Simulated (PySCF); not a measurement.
## Relatives of 4-bromobenzonitrile: ionisation energy (adiabatic, 0 K with zero-point energy, eV)

Energies: ωB97X-D3(BJ)/ma-def2-SVP (PySCF, density fitting, integration grid level 2) on PBE0-D3(BJ)/def2-SVP structures. The prefix ma- adds one diffuse s and one diffuse p function on all atoms but H. ωB97X-D3(BJ) is ωB97X-V with D3(BJ) in place of VV10. Zero-point energies come from unscaled PBE0-D3(BJ)/def2-SVP harmonic frequencies.

Starting point: 4-bromobenzonitrile, `N#Cc1ccc(Br)cc1` (C7H4BrN), 9.48.

| molecule | value | change |
| --- | --- | --- |
| 4-fluoroanisole, `COc1ccc(F)cc1` (C7H7FO) | 8.21 | -1.27 |
| `C#Cc1ccc(C#C)cc1` (C10H6) | 8.49 | -1.00 |

Gas phase, one low conformer a species, no spin-orbit coupling; the best conformer of a species may have been missed, which can turn small differences round.

How does the value change on going from the starting point to `Cc1cccc(C#N)c1` (C8H7N)?

It falls by 0.11 to 9.37.

Differences come from unrounded values, so a last digit can differ from that of the printed terms.
